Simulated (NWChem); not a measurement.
Program: NWChem. System: H2AlI, charge 0, spin multiplicity 1, at a geometry optimised with B3LYP/def2-SVP with def2 effective core potentials on I. The structure started from a generated list of species. Level: PBE0/def2-TZVPD with def2 effective core potentials on I.

The NWChem input:

```
start mol
memory heap 200 mb stack 900 mb global 1100 mb
geometry units angstroms nocenter noautoz
  Al     0.000000     0.000000     1.918573
  H     -1.394163     0.000000     2.655550
  H      1.394163     0.000000     2.655550
  I      0.000000     0.000000    -0.570803
  symmetry group C2v
end
basis spherical
  * library def2-tzvpd
end
ecp
  I library def2-ecp
end
dft
  xc pbe0
  semidirect memsize 60000000 filesize 0
  iterations 100
end
task dft energy
```

NWChem printed:

```
             Northwest Computational Chemistry Package (NWChem) 7.3.0
             --------------------------------------------------------

                                NWChem Input Module
                                -------------------

 Scaling coordinates for geometry "geometry" by  1.889725989
 (inverse scale =  0.529177249)

 Turning off AUTOSYM since
 SYMMETRY directive was detected!

                             Geometry "geometry" -> ""
                             -------------------------

 Output coordinates in angstroms (scale by  1.889725989 to convert to a.u.)

  No.       Tag          Charge          X              Y              Z
 ---- ---------------- ---------- -------------- -------------- --------------
    1 Al                  13.0000     0.00000000     0.00000000     1.91857300
    2 H                    1.0000    -1.39416300     0.00000000     2.65555000
    3 H                    1.0000     1.39416300     0.00000000     2.65555000
    4 I                   53.0000     0.00000000     0.00000000    -0.57080300

 Effective nuclear repulsion energy (a.u.)     171.3376996272

            Nuclear Dipole moment (a.u.)
            ----------------------------
        X                 Y               Z
 ---------------- ---------------- ----------------
     0.0000000000     0.0000000000    -0.0000188973

      Symmetry information
      --------------------

 Group name             C2v
 Group number             16
 Group order               4
 No. of unique centers     3

      Symmetry unique atoms

     1    2    4


 Summary of "ao basis" -> "" (spherical)
 ------------------------------------------------------------------------------
       Tag                 Description            Shells   Functions and Types
 ---------------- ------------------------------  ------  ---------------------
 *                         def2-tzvpd                 on all atoms

                                 NWChem DFT Module
                                 -----------------

 Summary of "ao basis" -> "ao basis" (spherical)
 ------------------------------------------------------------------------------
[...]
              MO Center= -3.0D-15, -2.5D-16, -1.5D-01, r^2= 3.2D+00
   Bfn.  Coefficient  Atom+Function         Bfn.  Coefficient  Atom+Function
  ----- ------------  ---------------      ----- ------------  ---------------
    78      0.526936  4 I  px                72     -0.430431  4 I  px
    75      0.340226  4 I  px                81      0.233729  4 I  px
    45      0.091752  2 H  s                 54     -0.091752  3 H  s
    16     -0.073443  1 Al px                30      0.061560  1 Al d  1
    46      0.058316  2 H  s                 55     -0.058316  3 H  s

 Vector   21  Occ=0.000000D+00  E=-7.008679D-02  Symmetry=b2
              MO Center=  2.1D-15, -2.1D-15,  1.8D+00, r^2= 4.5D+00
   Bfn.  Coefficient  Atom+Function         Bfn.  Coefficient  Atom+Function
  ----- ------------  ---------------      ----- ------------  ---------------
    20      0.548672  1 Al py                17      0.458484  1 Al py
    79     -0.167549  4 I  py                82     -0.165022  4 I  py
    73      0.132749  4 I  py                76     -0.113422  4 I  py
     8     -0.106421  1 Al py                11     -0.089296  1 Al py
    98      0.063101  4 I  d -1              33      0.053979  1 Al d -1

 Vector   22  Occ=0.000000D+00  E=-1.961600D-02  Symmetry=a1
              MO Center=  4.2D-14,  1.3D-14,  6.5D-01, r^2= 8.7D+00
   Bfn.  Coefficient  Atom+Function         Bfn.  Coefficient  Atom+Function
  ----- ------------  ---------------      ----- ------------  ---------------
    68      0.602950  4 I  s                  4      0.417781  1 Al s
    67     -0.319737  4 I  s                 86     -0.314086  4 I  pz
    66     -0.308186  4 I  s                 80     -0.251577  4 I  pz
    34     -0.216740  1 Al d  0              18     -0.208958  1 Al pz
     3     -0.193317  1 Al s                 64      0.175130  4 I  s

 Vector   23  Occ=0.000000D+00  E= 9.110370D-03  Symmetry=a1
              MO Center=  5.6D-16,  6.0D-16,  1.5D+00, r^2= 1.5D+01
   Bfn.  Coefficient  Atom+Function         Bfn.  Coefficient  Atom+Function
  ----- ------------  ---------------      ----- ------------  ---------------
     5      3.037710  1 Al s                  6     -3.002525  1 Al s
    46     -0.686711  2 H  s                 55     -0.686711  3 H  s
    21      0.504876  1 Al pz                68      0.498782  4 I  s
    86      0.396419  4 I  pz                 4      0.317717  1 Al s
    50     -0.236259  2 H  px                59      0.236259  3 H  px

 center of mass
 --------------
 x =   0.00000000 y =   0.00000000 z =  -0.18565924

 moments of inertia (a.u.)
 ------------------
         547.703456959717           0.000000000000           0.000000000000
           0.000000000000         561.694171638912           0.000000000000
           0.000000000000           0.000000000000          13.990714679195

     Multipole analysis of the density
     ---------------------------------

     L   x y z        total         alpha         beta         nuclear
     -   - - -        -----         -----         ----         -------
     0   0 0 0      0.000000    -20.000000    -20.000000     40.000000

     1   1 0 0      0.000000      0.000000      0.000000      0.000000
     1   0 1 0     -0.000000     -0.000000     -0.000000      0.000000
     1   0 0 1      0.417140    -14.892678    -14.892678     30.202496

     2   2 0 0    -32.876857    -23.379472    -23.379472     13.882087
     2   1 1 0     -0.000000     -0.000000     -0.000000      0.000000
     2   1 0 1     -0.000000     -0.000000     -0.000000      0.000000
     2   0 2 0    -28.686902    -14.343451    -14.343451      0.000000
     2   0 1 1      0.000000      0.000000      0.000000      0.000000
     2   0 0 2    -29.599092   -139.967643   -139.967643    250.336193

 Task  times  cpu:        3.7s     wall:        3.7s

 Total times  cpu:        3.7s     wall:        3.7s
```
